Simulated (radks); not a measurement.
The mean radii <r> (bohr) of the occupied orbitals of an atom or ion are listed with their occupations. All-electron calculation, scalar-relativistic Kohn-Sham, SCAN, spin-polarised, spherical densities, finite nucleus; meta-GGA in the generalised Kohn-Sham scheme; Fermi nuclear charge, rms radius of each element as measured or else 0.836 A^(1/3) + 0.57 fm. Program: a radial shooting solver on a logarithmic mesh with Libxc functionals.

orbital  occ.      <r>
1s          2  0.02611
2s          2   0.1121
2p          6  0.09821
3s          2   0.2983
3p          6   0.2966
3d         10   0.2736
4s          2   0.6951
4p          6   0.7396
4d         10   0.8374
5s          2    1.749
5p          6    2.064

Name the element and its charge. Open shells, if any, are filled with parallel spins first.

Answer. Z = 55, caesium, charge +1: Cs+ in [Xe]. The 1s radius gives Z: for a bare nucleus <r> = (2 gamma + 1)/(2Z) with gamma = sqrt(1 - (Z/c)^2), 0.02574 bohr for Z = 55, and screening makes it slightly larger (0.02611 here). The occupations add up to 54, and the charge is Z minus that.
